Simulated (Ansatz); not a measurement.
The cluster KPbBr3, relaxed as a singlet with RKS B3LYP-D4/def2-SVP in Ansatz, starting from the GFN1-xTB geometry. Force threshold 0.02 eV/Å.

In the def2 sets Pb takes a core potential; there is no spin–orbit coupling. Another isomer (singlet) lies 1.69 eV lower at PBE0-D4/def2-TZVP; other spin states weren't run for this one.

Start:

```tsv
atom	x (Å)	y (Å)	z (Å)
K1	0.2513	0.4336	1.1669
Pb2	-0.6627	-1.0096	-2.7691
Br3	0.6785	1.3838	3.7694
Br4	-0.2916	-2.1535	-0.4049
Br5	0.0246	1.3457	-1.7624
```

Estimate the energy that the relaxation releases and the steps that it takes.

0.19 eV, in 6 steps; 50 s on 4 threads of Intel Xeon Platinum 8259CL on a shared host. No frequencies were taken in this run, so the end may be a saddle point.

Does the start keep its bonding and symmetry?

By distances, no bond broke or formed. The bond that changes most is K1–Br4, from 3.08 to 3.42 Å (atoms count from 1). Point group Cs at the start, Cs at the end, both within 0.05 Å.

Predict the relaxed structure.


| atom | x (Å) | y (Å) | z (Å) |
| --- | --- | --- | --- |
| K1 | 0.3798 | 0.4759 | 1.3049 |
| Pb2 | -0.6482 | -1.0407 | -2.8459 |
| Br3 | 0.6835 | 1.4762 | 4.0116 |
| Br4 | -0.3764 | -2.3265 | -0.5098 |
| Br5 | -0.0387 | 1.4151 | -1.9608 |
Bond lengths (bridged metal pairs left out): 3 × Br–K 2.90 to 3.42 Å; 2 × Br–Pb 2.68 Å.
